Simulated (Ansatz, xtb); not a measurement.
# Two isomers of C5H5NOS2

We compare X, `Nc1cc(=O)c(S)cs1`, a singlet, with Y, `S=c1ccoc(CS)n1`, a singlet. Both are isolated molecules in the gas phase, relaxed with B3LYP/def2-SVP; the shapes shown needn't be the lowest conformers.

X (Å):

```yaml
atoms:
  - { symbol: C, position_ang: [-0.6927, -1.7840, 0.5450] }
  - { symbol: C, position_ang: [-0.6276, -1.1211, -0.6535] }
  - { symbol: C, position_ang: [0.4240, -1.1991, -1.6426] }
  - { symbol: C, position_ang: [1.6022, -2.0826, -1.3488] }
  - { symbol: C, position_ang: [1.7153, -2.8102, -0.2105] }
  - { symbol: N, position_ang: [-1.7578, -1.6899, 1.4039] }
  - { symbol: O, position_ang: [0.3756, -0.5586, -2.6952] }
  - { symbol: S, position_ang: [2.8502, -2.1092, -2.5947] }
  - { symbol: S, position_ang: [0.5586, -2.8832, 1.0917] }
  - { symbol: H, position_ang: [-1.6326, -1.9457, 2.3760] }
  - { symbol: H, position_ang: [-2.4254, -0.9469, 1.2344] }
  - { symbol: H, position_ang: [-1.4507, -0.4511, -0.9187] }
  - { symbol: H, position_ang: [2.1202, -1.2324, -3.3460] }
  - { symbol: H, position_ang: [2.5822, -3.4453, -0.0119] }
```

Y (Å):

```yaml
atoms:
  - { symbol: C, position_ang: [-0.7106, -0.7098, 0.7515] }
  - { symbol: C, position_ang: [-1.3460, -0.3095, -0.4975] }
  - { symbol: C, position_ang: [-1.0314, -0.9494, -1.6411] }
  - { symbol: C, position_ang: [0.4656, -2.2995, -0.4850] }
  - { symbol: C, position_ang: [1.4943, -3.3734, -0.6471] }
  - { symbol: N, position_ang: [0.2205, -1.7513, 0.6446] }
  - { symbol: O, position_ang: [-0.1278, -1.9642, -1.6669] }
  - { symbol: S, position_ang: [-1.0470, -0.0005, 2.2021] }
  - { symbol: S, position_ang: [3.1056, -2.6914, -1.2275] }
  - { symbol: H, position_ang: [-2.0740, 0.5014, -0.4967] }
  - { symbol: H, position_ang: [-1.4452, -0.7419, -2.6288] }
  - { symbol: H, position_ang: [1.6225, -3.8967, 0.3079] }
  - { symbol: H, position_ang: [1.1845, -4.0862, -1.4242] }
  - { symbol: H, position_ang: [3.3712, -2.0014, -0.0935] }
```

Quicker runs give these differences E(Y) − E(X): GFN2-xTB −2.2 kcal/mol; HF/STO-3G +2.1 kcal/mol (at GFN2-xTB geometries); r2SCAN-D4/def2-SVP +18.2 kcal/mol (at GFN2-xTB geometries).

Task: Estimate E(Y) − E(X) at the level CCSD(T)/def2-SVP + ΔMP2/def2-TZVPP.

Result: Calculated at CCSD(T)/def2-SVP + ΔMP2/def2-TZVPP: E(Y) − E(X) = +14.1 kcal/mol, so structure X lies lower.

Level by level:

| level | geometry | E(Y) − E(X) (kcal/mol) | departure from the last row (kcal/mol) | job, with rough time for the two |
| --- | --- | --- | --- | --- |
| GFN2-xTB | GFN2-xTB | −2.2 | −16.3 | optimisation, 0.21 s |
| HF/STO-3G | GFN2-xTB | +2.1 | −12.0 | single point, 0.6 s |
| r2SCAN-D4/def2-SVP | GFN2-xTB | +18.2 | +4.1 | single point, 6 s |
| B3LYP/def2-SVP | B3LYP/def2-SVP | +12.7 | −1.4 | optimisation, 71 s |
| HF/def2-SVP | B3LYP/def2-SVP | +5.4 | −8.7 | part of the CCSD(T) run |
| MP2/def2-SVP | B3LYP/def2-SVP | +14.1 | 0.0 | part of the CCSD(T) run |
| CCSD(T)/def2-SVP | B3LYP/def2-SVP | +10.0 | −4.1 | single point |
| CCSD(T)/def2-SVP + ΔMP2/def2-TZVPP | B3LYP/def2-SVP | +14.1 |  | single point, 2.6 min |

As drawn, Y has 1 C=S, 2 C–O, 1 C=N, 2 C–H in place of 1 C=C, 1 C=O, 2 C–S, 2 N–H.

GFN2-xTB puts the two in the other order. The largest departure from CCSD(T)/def2-SVP + ΔMP2/def2-TZVPP is that of GFN2-xTB, 16.3 kcal/mol. The last row adds to CCSD(T) the change of the MP2 difference between the two basis sets, here +4.1 kcal/mol, a large step that makes the value less sure.

With thermal terms from frequencies at re-optimised GFN2-xTB minima (ideal gas, soft modes damped towards free rotors, one conformer each, 298.15 K, 1 atm): the zero-point term adds +0.5 kcal/mol; ΔH is +14.6 and ΔG +13.9 kcal/mol.

The correlated steps freeze 17 core orbitals. Codes used: Ansatz 0.2.0, xtb 6.7.1; the last row on 4 threads of Arm Neoverse V1 on a shared host.
